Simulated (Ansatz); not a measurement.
Reactions of H2NNa, SMILES `[NH2][Na]`.

Calculated with Ansatz (gas phase, PBE0-D4/def2-TZVP geometries, no zero-point term in ΔE). CBS: MP2 limit from def2 TZ/QZ plus the TZ coupled-cluster correction, frozen cores. This one scheme is used for every species. Functionals use def2-TZVPP. def2 core potentials past Kr. For Br, I, Na, Ta outer-core shells are correlated without core-valence functions, which leaves a few kJ/mol of doubt a bond. Scalar relativity is left out up to krypton. One conformer a species, not always the lowest.

```
                                                                               reaction  revPBE-D4 (kJ/mol)  CCSD(T)/CBS(def2) (kJ/mol)
                                                   `[NH2][Na]` + HCl → `[Na][Cl]` + NH₃                -213                        -222
                                                     `[NH2][Na]` + HI → `[Na][I]` + NH₃                -243                        -254
                                                 `[NH2][Na]` + CH₃SH → `C[S][Na]` + NH₃                -119                        -117
`[NH2][Na]` + `[NH]=[Ta]([NH2])([OH])[Cl]` → `[Na][Cl]` + `[NH]=[Ta]([NH2])([NH2])[OH]`                -121                        -131
                                              `[NH2][Na]` + `NBBr` → `[Na][Br]` + `NBN`                -239                        -246
                                                    `[NH2][Na]` + H–F → `[F][Na]` + NH₃                -147                        -145
                                    `[NH2][Na]` + `C#C[SiH3]` → `C#[C][Na]` + `N[SiH3]`                 -58                         -64
```

Largest T1 diagnostic: 0.018, for `[NH]=[Ta]([NH2])([NH2])[OH]`.
